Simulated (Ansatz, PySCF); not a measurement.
Gas-phase reaction (SMILES): FB(Cl)Cl + Cl (HCl) → ClB(Cl)Cl [trichloroborane] + F (HF); hydrogen chloride cleaves one B-F bond, a model of a ligand-exchange step.

Each molecule is optimised on its own at B3LYP-D3(BJ)/def2-TZVP (Ansatz, an electronic-structure program). Cores are frozen in the correlated levels unless marked. No spin-orbit coupling. No relativistic terms. Basis-set limits of correlation are two-point, X^-3; Hartree-Fock from the larger set. Thermal terms are rigid-rotor harmonic-oscillator values from B3LYP-D3(BJ) frequencies (Ansatz or PySCF) at 298.15 K and 1 atm. 1 Eh = 627.5095 kcal/mol.

```json
[
 {"species": "FB(Cl)Cl", "E, CCSD(T)/CBS(cc-pV(T+d)Z,cc-pV(Q+d)Z) (Ansatz) (Eh)": "-1044.27408", "E, B3LYP-D3(BJ)/def2-TZVPD (Ansatz + dftd3) (Eh)": "-1045.35544", "H - E (Eh)": "0.01416", "G - E (Eh)": "-0.01849"},
 {"species": "Cl (HCl)", "E, CCSD(T)/CBS(cc-pV(T+d)Z,cc-pV(Q+d)Z) (Ansatz) (Eh)": "-460.37849", "E, B3LYP-D3(BJ)/def2-TZVPD (Ansatz + dftd3) (Eh)": "-460.83744", "H - E (Eh)": "0.01000", "G - E (Eh)": "-0.01120"},
 {"species": "ClB(Cl)Cl", "E, CCSD(T)/CBS(cc-pV(T+d)Z,cc-pV(Q+d)Z) (Ansatz) (Eh)": "-1404.23938", "E, B3LYP-D3(BJ)/def2-TZVPD (Ansatz + dftd3) (Eh)": "-1405.67631", "H - E (Eh)": "0.01290", "G - E (Eh)": "-0.02001"},
 {"species": "F (HF)", "E, CCSD(T)/CBS(cc-pV(T+d)Z,cc-pV(Q+d)Z) (Ansatz) (Eh)": "-100.39146", "E, B3LYP-D3(BJ)/def2-TZVPD (Ansatz + dftd3) (Eh)": "-100.49389", "H - E (Eh)": "0.01259", "G - E (Eh)": "-0.00713"}
]
```

Q: Work out ΔE and ΔH, ΔG, ΔS and the equilibrium constant at 298.15 K at the first level, then ΔH at the second.

A: 
1. ΔE = [(-1404.23938) + (-100.39146)] - [(-1044.27408) + (-460.37849)] = 0.02173 Eh = 13.6 kcal/mol at CCSD(T)/CBS(cc-pV(T+d)Z,cc-pV(Q+d)Z).
2. The terms H - E add up to 0.00133 Eh, so ΔH = (0.02173 + (0.00133))×627.5095 = 14.5 kcal/mol.
3. The terms G - E add up to 0.00255 Eh, so ΔG = 15.2 kcal/mol, and ΔS = (0.00133 - (0.00255))×627509.5/298.15 = -2.6 cal/(mol K).
4. log10 K = -ΔG/(RT ln 10) = -11.1, with RT ln 10 = 1.3642 kcal/mol.
5. At B3LYP-D3(BJ)/def2-TZVPD the same steps give ΔE = 14.2 and ΔH = 15.1 kcal/mol, a shift of +0.6 from the first level.
6. These values are not checked against measurement here, since the tables used lack a sound gas-phase enthalpy of formation for at least one species.
